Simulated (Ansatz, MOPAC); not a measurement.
System: ZnF, net charge 1, singlet state. SMILES: [F][Zn+]

Atoms: Zn1, F2. Bonds: Zn1-F2.

Bond lengths (Å) and angles (degrees) optimised at PM7 with MOPAC; B3LYP/6-31G* with LANL2DZ past Ar with Ansatz (a first-principles code); MP2/6-31G* with LANL2DZ past Ar with Ansatz, each started from the B3LYP-D3(BJ)/def2-TZVP structure (Ansatz) of the last column. A row stands for all coordinates that are equal there. 6-31G* holds six Cartesian d functions.

```json
[
 {"coordinate": "Zn1-F2", "PM7": "1.672", "B3LYP/6-31G* with LANL2DZ past Ar": "1.718", "MP2/6-31G* with LANL2DZ past Ar": "1.698", "B3LYP-D3(BJ)/def2-TZVP": "1.725"}
]
```

Mean signed difference of all 1 bond lengths from B3LYP-D3(BJ)/def2-TZVP: PM7 -0.052 Å, B3LYP/6-31G* with LANL2DZ past Ar -0.007 Å, MP2/6-31G* with LANL2DZ past Ar -0.026 Å.
